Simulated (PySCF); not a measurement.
NMR data simulated for an unnamed compound:

1H NMR (500 MHz, computed): δ 2.81 (s, 1H), 1.22 (s, 9H).

13C{1H} NMR (computed): δ 118.6 (C), 37.6 (C), 35.4 (CH), 28.2 (CH3).

[PySCF 2.14: shieldings: GIAO PBE0/pcSseg-1; structure optimised with PBE0-D3(BJ)/def2-SVP; relativity neglected; averaged over atoms made equivalent by symmetry, fast rotation or ring inversion; a single conformation; no solvent]

References, each an isolated molecule treated in the same way: TMS for 1H, 13C.

Problem. Which of these does the molecule contain: an OH group, a tert-butyl group, a ketone, a nitrile, a carboxylic acid?

Solution. 
- An OH group: no.
- A tert-butyl group: yes (δC 28.2, 37.6; δH 1.22 (s)).
- A ketone: no.
- A nitrile: yes (δC 118.6).
- A carboxylic acid: no.

The data belong to tert-butylmalononitrile, C$_{7}$H$_{10}$N$_{2}$; they needn't prove each group on their own.

Carbon signals by region: 1 in the sp2 and nitrile region (100–160 ppm), 3 below 50 ppm.

Shifts are as computed. Against solution values, carbons near 30 ppm lie about +2 ppm off and those near 130 ppm about +5 ppm. Of 1211 compounds with measured shifts, 218 miss one by over three times the rms of a fit or turn the order of signals round; such compounds aren't used in these exercises. Multiplicities follow the n + 1 count of equivalent neighbours, as no J values were calculated; m marks all less simple cases, F and P coupling included.
